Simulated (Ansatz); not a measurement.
```
atom   x (Å)   y (Å)    z (Å)
   F  0.0000  0.0000  -0.6332
   F  0.0000  0.0000   0.6332
```

Basis set: def2-TZVP (spherical functions). Frozen core: 2 orbitals. Charge 0, multiplicity 1.

Computed with Ansatz (development build ahead of 0.2.0); each method stands on the lowest determinant of its kind that the runs found. Restricted open shells among the atoms or ions are ROHF, correlated in semicanonical orbitals with singles.

The atomization energy at this shape (free ground-state atoms in the same class of orbitals less the molecule, no zero-point energy) of singlet F2:

```json
{"method": "RHF", "atomization energy": "-1.31 eV"}
```

What does RHF-MP2 give?

1.30 eV. Caution: the shape is not the minimum. Caution for RHF: the molecule lies well above its atoms at this level.
